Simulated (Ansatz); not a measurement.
The same ligand exchange along the group F, Cl, Br.

Computed with Ansatz on PBE0-D4/def2-TZVP structures; ΔE is electronic, products minus reactants. CCSD(T)/CBS adds triple-zeta CCSD(T) − MP2 to the extrapolated MP2 energy (def2 sets, frozen cores). This one scheme is used for every species. Functionals use def2-TZVPP. For Br, Se outer-core shells are correlated without core-valence functions, which leaves a few kJ/mol of doubt a bond. Scalar relativity is left out up to krypton. Each species was taken in one conformer, which may not be the lowest.

```json
{"reaction": "`F[SiH2]N[SiH3]` + H₂Se → `[SiH3]N[SiH2][SeH]` + H–F", "CCSD(T)/CBS(def2) (kJ/mol)": "80"}
{"reaction": "`[SiH3]N[SiH2]Cl` + H₂Se → `[SiH3]N[SiH2][SeH]` + HCl", "CCSD(T)/CBS(def2) (kJ/mol)": "38"}
{"reaction": "`[SiH3]N[SiH2]Br` + H₂Se → `[SiH3]N[SiH2][SeH]` + HBr", "CCSD(T)/CBS(def2) (kJ/mol)": "?"}
```

Task: Fill in the missing values. (Best estimate.)

Result: Ansatz gave: `[SiH3]N[SiH2]Br` + H₂Se → `[SiH3]N[SiH2][SeH]` + HBr: +36.5 kJ/mol.

Largest T1 diagnostic: 0.011, for `F[SiH2]N[SiH3]`.
